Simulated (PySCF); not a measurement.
Start geometry of Cl4Se6Si4 ((ClSi)4Se6 adamantane) from GFN2-xTB (Å):
```
atom  x, y, z in Å
Si1   -1.5554   -1.0875   -1.1545
Cl2   -3.0805   -1.9327   -2.2111
Se3   -0.4234    0.1979   -2.7500
Si4    1.3782    1.2100   -1.3971
Cl5    2.4049    2.2544   -2.6672
Se6    0.3789    2.7412    0.1471
Si7   -0.8850    1.3458    1.5296
Cl8   -1.6950    2.5639    2.8848
Se9   -2.7064    0.3819    0.4418
Se10   0.3604   -0.2064    2.7534
Si11   1.2309   -1.5483    1.0502
Cl12   2.3837   -2.9220    1.9640
Se13  -0.4679   -2.6908   -0.1830
Se14   2.6572   -0.3511   -0.3649
```

Q: What comes out of this run: PBE0-D3(BJ)/def2-SVP geometry optimisation, gas phase in PySCF 2.14.0?

A: 
```
atom  x, y, z in Å
Si1   -1.6605   -0.8815   -0.9849
Cl2   -3.2614   -1.7461   -1.9366
Se3   -0.5218    0.1767   -2.6471
Si4    1.1885    1.0420   -1.4135
Cl5    2.3377    2.0705   -2.7704
Se6    0.5440    2.6326    0.0801
Si7   -0.6981    1.3454    1.4842
Cl8   -1.3694    2.6636    2.9084
Se9   -2.5989    0.5146    0.5494
Se10   0.5297   -0.1759    2.6503
Si11   1.1669   -1.5185    0.9233
Cl12   2.2830   -2.9965    1.8136
Se13  -0.5534   -2.6389   -0.0586
Se14   2.5945   -0.5318   -0.5552
```

The energy falls by 1.031 eV over 13 energy and gradient evaluations, the largest force component goes from 0.0733 to 2.5e-04 Eh/bohr, and the atoms move by 0.101 Å rms after alignment. The bond that changes most is Se3–Si4 (ends: selenium bonded to 2 Si; silicon bonded to Cl and 3 Se), which shortens by 0.191 Å. Bonds longer at the end by more than 0.005 Å: 6 of 16; shorter: 10. Among the angles that change most is Si4–Se14–Si11, from 106.5° to 99.0°. Among the dihedrals that turn most is Si1–Se3–Si4–Se14, from 57° to 67°. The orientation of the end geometry is arbitrary; only internal coordinates are fixed.

The run used 336 basis functions and 85 SCF cycles in all. Time: 38 min wall, 75 min CPU; peak memory 5.3 GiB. Hardware: an Intel Xeon Platinum 8259CL at 2.50 GHz with 2 threads, no GPU, shared host.

Not checked by PBE0-D3(BJ)/def2-SVP frequencies. One conformer, not necessarily the lowest.
